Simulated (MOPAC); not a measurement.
Input for MOPAC: AM1 on GeH5NO (SMILES [NH2][GeH2][OH]), a point of a torsion scan.

```
AM1 1SCF PRECISE CHARGE=0 THREADS=1
GeH5NO

N      1.28965004 1    -0.12788139 1     0.24876827 1
Ge    -0.33942422 1     0.61092764 1    -0.07358534 1
O     -1.24869667 1     0.41088986 1     1.38787346 1
H      1.28795389 1    -1.11028266 1     0.49012386 1
H      1.99576640 1     0.01690006 1    -0.45734497 1
H     -1.23592985 1    -0.03640383 1    -1.08888539 1
H     -0.08708822 1     2.06437635 1    -0.36418887 1
H     -0.77684623 1     0.58721706 1     2.19932310 1
```

The log:

```
*******************************************************************************
 **                                                                           **
 **                              MOPAC v23.2.5                                **
 **                                                                           **
 *******************************************************************************
 ** MOPAC's Digital Object Identifier: https://doi.org/10.5281/zenodo.6511958 **
 **                                                                           **
 ** Please cite the open-source release paper for use of this MOPAC version:  **
 ** J. E. Moussa and J. J. P. Stewart (2026)                                  **
 ** MOPAC: An open-source semiempirical molecular orbital program             **
 ** J. Open Source Softw., 11(119), 8025, https://doi.org/10.21105/joss.08025 **
 *******************************************************************************

                              AM1 CALCULATION RESULTS

 *******************************************************************************
 *  AM1        - The AM1 Hamiltonian to be used
 *
 *
 *
 *                 CHARGE ON SYSTEM = 0
 *
 *
 *
 *  PRECISE    - TIGHTER CRITERIA TO BE USED
 *  1SCF       - DO 1 SCF AND THEN STOP
 *  THREADS=1  - MULTI-THREADING NOT USED
 *  T=         - A TIME OF 172800.0 SECONDS REQUESTED
 *  DUMP=N     - RESTART FILE WRITTEN EVERY 7200.0 SECONDS REQUESTED
 *******************************************************************************
AM1 1SCF PRECISE CHARGE=0 THREADS=1
 GeH5NO

   ATOM   CHEMICAL          X               Y               Z
  NUMBER   SYMBOL      (ANGSTROMS)     (ANGSTROMS)     (ANGSTROMS)

     1       N          1.28965004  *  -0.12788139  *   0.24876827  *
     2      Ge         -0.33942422  *   0.61092764  *  -0.07358534  *
     3       O         -1.24869667  *   0.41088986  *   1.38787346  *
     4       H          1.28795389  *  -1.11028266  *   0.49012386  *
     5       H          1.99576640  *   0.01690006  *  -0.45734497  *
     6       H         -1.23592985  *  -0.03640383  *  -1.08888539  *
     7       H         -0.08708822  *   2.06437635  *  -0.36418887  *
     8       H         -0.77684623  *   0.58721706  *   2.19932310  *



          CARTESIAN COORDINATES

    NO.       ATOM           X           Y           Z

     1         N          1.2897     -0.1279      0.2488
     2        Ge         -0.3394      0.6109     -0.0736
     3         O         -1.2487      0.4109      1.3879
     4         H          1.2880     -1.1103      0.4901
     5         H          1.9958      0.0169     -0.4573
     6         H         -1.2359     -0.0364     -1.0889
     7         H         -0.0871      2.0644     -0.3642
     8         H         -0.7768      0.5872      2.1993

  H: (AM1): M.J.S. DEWAR ET AL, J. AM. CHEM. SOC. 107 3902-3909 (1985)
  N: (AM1): M.J.S. DEWAR ET AL, J. AM. CHEM. SOC. 107 3902-3909 (1985)
  O: (AM1): M.J.S. DEWAR ET AL, J. AM. CHEM. SOC. 107 3902-3909 (1985)
 Ge: (AM1): M.J.S.Dewar and C.Jie, Organometallics, 8, 1544, (1989)

           Empirical Formula: H5 N O Ge  =     8 atoms



      MOLECULAR POINT GROUP   :   C1


      RHF CALCULATION, NO. OF DOUBLY OCCUPIED LEVELS = 10


 -------------------------------------------------------------------------------
 AM1 1SCF PRECISE CHARGE=0 THREADS=1
 GeH5NO



     1SCF WAS SPECIFIED, SO BFGS WAS NOT USED
     SCF FIELD WAS ACHIEVED


                              AM1 CALCULATION
                                                       MOPAC v23.2.5 Linux




          FINAL HEAT OF FORMATION =        -53.45785 KCAL/MOL =    -223.66765 KJ/MOL


          COSMO AREA              =         99.96 SQUARE ANGSTROMS
          COSMO VOLUME            =         86.16 CUBIC ANGSTROMS

          IONIZATION POTENTIAL    =         10.050913 EV
          HOMO LUMO ENERGIES (EV) =        -10.051  1.182
          NO. OF FILLED LEVELS    =         10
          MOLECULAR WEIGHT        =        107.6356         POINT GROUP:  C1

          MOLECULAR DIMENSIONS (Angstroms)

            Atom       Atom       Distance
            H     8    H     5     3.88208
            H     4    H     7     3.45729
            H     6    H     5     2.54930


          SCF CALCULATIONS        =          1





   ATOM   CHEMICAL          X               Y               Z
  NUMBER   SYMBOL      (ANGSTROMS)     (ANGSTROMS)     (ANGSTROMS)

     1       N          1.28965004  *  -0.12788139  *   0.24876827  *
     2      Ge         -0.33942422  *   0.61092764  *  -0.07358534  *
     3       O         -1.24869667  *   0.41088986  *   1.38787346  *
     4       H          1.28795389  *  -1.11028266  *   0.49012386  *
     5       H          1.99576640  *   0.01690006  *  -0.45734497  *
     6       H         -1.23592985  *  -0.03640383  *  -1.08888539  *
     7       H         -0.08708822  *   2.06437635  *  -0.36418887  *
     8       H         -0.77684623  *   0.58721706  *   2.19932310  *

                             CARTESIAN COORDINATES

   1    N        1.289650040    -0.127881390     0.248768270
   2   Ge       -0.339424220     0.610927640    -0.073585340
   3    O       -1.248696670     0.410889860     1.387873460
   4    H        1.287953890    -1.110282660     0.490123860
   5    H        1.995766400     0.016900060    -0.457344970
   6    H       -1.235929850    -0.036403830    -1.088885390
   7    H       -0.087088220     2.064376350    -0.364188870
   8    H       -0.776846230     0.587217060     2.199323100


           Empirical Formula: H5 N O Ge  =     8 atoms



      MOLECULAR POINT GROUP   :   C1


                  EIGENVALUES
 -35.53503 -31.71796 -17.48955 -16.05528 -14.82325 -13.98798 -13.45857 -12.62663
 -11.07849 -10.05091   1.18229   1.51981   1.58055   1.75149   5.20993   5.99650
   6.14292


              NET ATOMIC CHARGES AND DIPOLE CONTRIBUTIONS

  ATOM NO.   TYPE          CHARGE      No. of ELECS.   s-Pop       p-Pop
    1          N          -0.684193        5.6842     1.59180     4.09240
    2         Ge           1.197125        2.8029     0.81875     1.98413
    3          O          -0.623938        6.6239     1.85916     4.76478
    4          H           0.151241        0.8488     0.84876
    5          H           0.155671        0.8443     0.84433
    6          H          -0.200013        1.2000     1.20001
    7          H          -0.218144        1.2181     1.21814
    8          H           0.222251        0.7777     0.77775
 DIPOLE           X         Y         Z       TOTAL
 POINT-CHG.     0.430     0.407    -1.610     1.716
 HYBRID         0.821    -0.748     0.287     1.147
 SUM            1.250    -0.342    -1.324     1.853


          ATOMIC ORBITAL ELECTRON POPULATIONS

     Atom    s        px        py        pz
    1  N   1.59180   1.27949   1.25363   1.55927
    2 Ge   0.81875   0.61516   0.73066   0.63830
    3  O   1.85916   1.57187   1.92156   1.27135
    4  H   0.84876
    5  H   0.84433
    6  H   1.20001
    7  H   1.21814
    8  H   0.77775

 **********************
 *                    *
 * JOB ENDED NORMALLY *
 *                    *
 **********************




 == MOPAC DONE ==
```

The run finished.

Cost: very roughly 0.020 core-seconds.
